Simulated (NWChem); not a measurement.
## Spin states of CH₂Cl

```xyz
4

C      0.0000     0.0000    -1.1183
Cl     0.0000     0.0000     0.5872
H      0.9680     0.0000    -1.6363
H     -0.9680     0.0000    -1.6363
```
Charge 0, spin multiplicity 2.

The numbers come from NWChem runs, not from measurements. All single points use one geometry, from UPBE/def2-SVP, a minimum by its harmonic frequencies.

Basis set: def2-TZVP. The gap is E(quartet) − E(doublet) at the geometry of the doublet, so a negative value puts the higher spin lower. Open shells are unrestricted, coupled cluster uses restricted open-shell references. The quartet is the single determinant that the SCF runs reached, with unpaired electrons in orbitals of symmetry a1 and b1 and b2 (C2v labels); it need not be the lowest quartet, which in molecules with degenerate π orbitals can need several determinants.

The correlated methods keep 6 core orbitals frozen. The structure started from a generated list of species. The unpaired electrons of the parent sit in orbitals of symmetry b2 (C2v labels of the run); other states weren't searched. No SCF solution was tested for a lower state. Open-shell Hartree-Fock references start from PBE0 orbitals. Coupled-cluster values serve here as a point of comparison, not as the truth.

### Question
One of these methods gave a vertical doublet-quartet gap of 173.6 kcal/mol. Which?
(A) HF
(B) M06-2X
(C) CCSD(T)
(D) LC-wPBE (omega 0.3 per bohr)

### Answer
B, M06-2X. The others give 169.4 (LC-wPBE (omega 0.3 per bohr)), 162.6 (HF), 171.4 (CCSD(T)).
